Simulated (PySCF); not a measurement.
Ligands exchanged one at a time, B I-H. Gas-phase values, no solvent. Strings in code marks are SMILES.

Method: PySCF with CAM-B3LYP-D3(BJ)/def2-TZVP. All candidates: neutral, multiplicity 1. Excitations are Tamm–Dancoff values on a coarser integration grid. The basis has no diffuse functions, so Rydberg states are missing or too high.

HOMO: -8.60 eV
brightest of the four lowest singlets (TDA): 4.89 eV
T1 excitation (TDA): 3.68 eV

### Question
Identify which member has these values.
(A) `IB(I)I`
(B) `BI`
(C) `IBI`

### Answer
A, `IB(I)I`. The others give `IBI`: -8.86 eV, 4.98 eV, 3.94 eV; `BI`: -8.82 eV, 5.55 eV, 3.79 eV
